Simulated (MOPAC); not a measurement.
Input for MOPAC: PM3 on H2INSn (SMILES [NH2][Sn][I]), a point of a torsion scan.

```
PM3 1SCF PRECISE CHARGE=0 THREADS=1
H2INSn

N     -0.84149094 1    -0.00774815 1    -0.05606631 1
Sn     0.77685526 1     1.20344197 1    -0.34958135 1
I      2.20104198 1    -0.52531192 1    -1.88451725 1
H     -0.99281301 1    -0.94456936 1    -0.40481411 1
H     -1.65994673 1     0.23629246 1     0.48343719 1
```

It printed:

```
*******************************************************************************
 **                                                                           **
 **                              MOPAC v23.2.5                                **
 **                                                                           **
 *******************************************************************************
 ** MOPAC's Digital Object Identifier: https://doi.org/10.5281/zenodo.6511958 **
 **                                                                           **
 ** Please cite the open-source release paper for use of this MOPAC version:  **
 ** J. E. Moussa and J. J. P. Stewart (2026)                                  **
 ** MOPAC: An open-source semiempirical molecular orbital program             **
 ** J. Open Source Softw., 11(119), 8025, https://doi.org/10.21105/joss.08025 **
 *******************************************************************************

                              PM3 CALCULATION RESULTS

 *******************************************************************************
 *  PM3        - The PM3 Hamiltonian to be used
 *
 *
 *
 *                 CHARGE ON SYSTEM = 0
 *
 *
 *
 *  PRECISE    - TIGHTER CRITERIA TO BE USED
 *  1SCF       - DO 1 SCF AND THEN STOP
 *  THREADS=1  - MULTI-THREADING NOT USED
 *  T=         - A TIME OF 172800.0 SECONDS REQUESTED
 *  DUMP=N     - RESTART FILE WRITTEN EVERY 7200.0 SECONDS REQUESTED
 *******************************************************************************
PM3 1SCF PRECISE CHARGE=0 THREADS=1
 H2INSn

   ATOM   CHEMICAL          X               Y               Z
  NUMBER   SYMBOL      (ANGSTROMS)     (ANGSTROMS)     (ANGSTROMS)

     1       N         -0.84149094  *  -0.00774815  *  -0.05606631  *
     2      Sn          0.77685526  *   1.20344197  *  -0.34958135  *
     3       I          2.20104198  *  -0.52531192  *  -1.88451725  *
     4       H         -0.99281301  *  -0.94456936  *  -0.40481411  *
     5       H         -1.65994673  *   0.23629246  *   0.48343719  *



          CARTESIAN COORDINATES

    NO.       ATOM           X           Y           Z

     1         N         -0.8415     -0.0077     -0.0561
     2        Sn          0.7769      1.2034     -0.3496
     3         I          2.2010     -0.5253     -1.8845
     4         H         -0.9928     -0.9446     -0.4048
     5         H         -1.6599      0.2363      0.4834

  H: (PM3): J. J. P. STEWART, J. COMP. CHEM. 10, 209 (1989).
  N: (PM3): J. J. P. STEWART, J. COMP. CHEM. 10, 209 (1989).
 Sn: (PM3): J. J. P. STEWART, J. COMP. CHEM. 12, 320-341 (1991).
  I: (PM3): J. J. P. STEWART, J. COMP. CHEM. 10, 209 (1989).

           Empirical Formula: H2 N Sn I  =     5 atoms



      MOLECULAR POINT GROUP   :   Cs


      RHF CALCULATION, NO. OF DOUBLY OCCUPIED LEVELS = 9


 -------------------------------------------------------------------------------
 PM3 1SCF PRECISE CHARGE=0 THREADS=1
 H2INSn



     1SCF WAS SPECIFIED, SO BFGS WAS NOT USED
     SCF FIELD WAS ACHIEVED


                              PM3 CALCULATION
                                                       MOPAC v23.2.5 Linux




          FINAL HEAT OF FORMATION =         -7.58132 KCAL/MOL =     -31.72022 KJ/MOL


          COSMO AREA              =        127.89 SQUARE ANGSTROMS
          COSMO VOLUME            =        122.16 CUBIC ANGSTROMS

          IONIZATION POTENTIAL    =          9.178225 EV
          HOMO LUMO ENERGIES (EV) =         -9.178 -1.797
          NO. OF FILLED LEVELS    =          9
          MOLECULAR WEIGHT        =        261.6170         POINT GROUP:  Cs

          MOLECULAR DIMENSIONS (Angstroms)

            Atom       Atom       Distance
            H     5    I     3     4.59287
            H     4   Sn     2     2.55580
            I     3    N     1     0.00015


          SCF CALCULATIONS        =          1





   ATOM   CHEMICAL          X               Y               Z
  NUMBER   SYMBOL      (ANGSTROMS)     (ANGSTROMS)     (ANGSTROMS)

     1       N         -0.84149094  *  -0.00774815  *  -0.05606631  *
     2      Sn          0.77685526  *   1.20344197  *  -0.34958135  *
     3       I          2.20104198  *  -0.52531192  *  -1.88451725  *
     4       H         -0.99281301  *  -0.94456936  *  -0.40481411  *
     5       H         -1.65994673  *   0.23629246  *   0.48343719  *

                             CARTESIAN COORDINATES

   1    N       -0.841490940    -0.007748150    -0.056066310
   2   Sn        0.776855260     1.203441970    -0.349581350
   3    I        2.201041980    -0.525311920    -1.884517250
   4    H       -0.992813010    -0.944569360    -0.404814110
   5    H       -1.659946730     0.236292460     0.483437190


           Empirical Formula: H2 N Sn I  =     5 atoms



      MOLECULAR POINT GROUP   :   Cs


                  EIGENVALUES
 -28.40869 -15.94887 -15.18564 -13.06839 -12.10732 -12.05486 -10.46103 -10.44768
  -9.17823  -1.79726  -1.63117  -0.25854   3.64633   4.51642


              NET ATOMIC CHARGES AND DIPOLE CONTRIBUTIONS

  ATOM NO.   TYPE          CHARGE      No. of ELECS.   s-Pop       p-Pop
    1          N          -0.337712        5.3377     1.44632     3.89140
    2         Sn           0.729837        3.2702     1.87635     1.39381
    3          I          -0.527642        7.5276     1.68116     5.84648
    4          H           0.073896        0.9261     0.92610
    5          H           0.061621        0.9384     0.93838
 DIPOLE           X         Y         Z       TOTAL
 POINT-CHG.    -2.334     5.297     3.641     6.838
 HYBRID        -1.886    -2.703    -0.248     3.306
 SUM           -4.220     2.594     3.393     6.004


          ATOMIC ORBITAL ELECTRON POPULATIONS

     Atom    s        px        py        pz
    1  N   1.44632   1.23038   1.18116   1.47986
    2 Sn   1.87635   0.45776   0.56037   0.37567
    3  I   1.68116   1.95621   1.94207   1.94820
    4  H   0.92610
    5  H   0.93838

 **********************
 *                    *
 * JOB ENDED NORMALLY *
 *                    *
 **********************




 == MOPAC DONE ==
```

The run finished.

Cost: very roughly 0.020 core-seconds.
